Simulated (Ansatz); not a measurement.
Reaction: GeN2H5 (SMILES [NH2][GeH][NH2], doublet) → GeN2H5 (SMILES [NH][GeH2][NH2], doublet)
Each species at its own B3LYP-D3(BJ)/def2-TZVP minimum (Ansatz, a quantum-chemistry and plane-wave program), one conformer.

Wanted: isomerisation energy (electronic), in kcal/mol. Open shells are spin-unrestricted; no spin-orbit coupling. Correlated methods leave the cores frozen (noble-gas shells, and filled d and f shells in the p block). No relativity. CBS(X,Y): correlation extrapolated as X^-3, Hartree-Fock from the larger set. A bracket is a step between two methods taken in the basis named.

CCSD(T)/CBS(cc-pVTZ,cc-pVQZ) + [CCSDT(Q) - CCSD(T)]/cc-pVDZ (Ansatz) gives 27.4 kcal/mol.

### Question
How far off this value is PBE/def2-TZVPD (Ansatz), in which direction, and how far these levels: r2SCAN/def2-TZVPD, B3LYP/def2-TZVPD, PBE0/def2-TZVPD, wB97M-V/def2-TZVPD, CCSD(T)/CBS(cc-pVTZ,cc-pVQZ)?

### Answer
PBE gives 29.8 kcal/mol, 2.4 kcal/mol above it. Differences of the others: r2SCAN/def2-TZVPD (Ansatz) -1.2; B3LYP/def2-TZVPD (Ansatz) -0.7; PBE0/def2-TZVPD (Ansatz) -0.1; wB97M-V/def2-TZVPD (Ansatz) 0.3; CCSD(T)/CBS(cc-pVTZ,cc-pVQZ) (Ansatz) -0.1 kcal/mol.
